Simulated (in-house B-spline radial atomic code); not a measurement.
# LDA VWN5 excitations of C4+

Method: LDA VWN5. Computed with a B-spline radial code for spherical atoms: linear response of the closed shell 1s2 with the functional's adiabatic kernel; scalar-relativistic (spin-free one-electron X2C), finite nucleus, no spin-orbit coupling, no double excitations, S, P, D and F terms only.

Command:
```bash
python run_td.py task.json out
```
Settings (radii: box in bohr, nucleus in fm):
```
Z                        6
electrons                2
configuration            1s2
hamiltonian              x2c
method                   lda,vwn
box_radius               19.1
rms_radius               2.4702
intervals                74
```

Time taken, with all properties: 0.3 s on 1 thread of Arm Neoverse N1, with other jobs on the host.

The lowest states, in the order of their Tamm-Dancoff energies; the method's threshold (minus the highest occupied level) is 354.77 eV. Labels give the largest channel, * marks a mixed state, and oscillator strengths are full-response dipole values. Semilocal kernels can invert the small singlet-triplet splittings of Rydberg terms. Energies in eV:

```csv
state,full response,Tamm-Dancoff,oscillator strength
1s → 2s 3S,284.59,284.61,-
1s → 2s 1S,289.03,289.11,-
1s → 2p 3P,290.71,290.73,-
1s → 2p 1P,293.27,293.30,0.554
1s → 3s 3S,326.57,326.58,-
1s → 3s 1S,327.65,327.67,-
1s → 3p 3P,328.34,328.35,-
1s → 3p 1P,329.01,329.02,0.112
1s → 3d 1D,329.98,329.98,-
1s → 3d 3D,?,?,-
1s → 4s 3S,339.55,339.56,-
1s → 4s 1S,339.97,339.98,-
1s → 4p 3P,?,?,-
1s → 4p 1P,340.54,340.54,0.0423
1s → 4d 1D,340.89,340.89,-
1s → 4d 3D,340.92,340.92,-
```

(1) Where does 1s → 3d 3D lie?

(2) Where does 1s → 4p 3P lie?

(3) How large is the singlet-triplet splitting of 1s → 2s (S terms) in Tamm-Dancoff?

(4) What polarisabilities and dispersion coefficient does the method give?

Answers

(1) At 330.06 eV in full response, 330.06 eV in Tamm-Dancoff.

(2) At 340.27 eV in full response, 340.27 eV in Tamm-Dancoff.

(3) 4.5 eV, from the unrounded values.

(4) Dipole 0.009435 bohr³, quadrupole 0.001149 bohr⁵, C6 0.0008632 hartree·bohr⁶ for two such species.
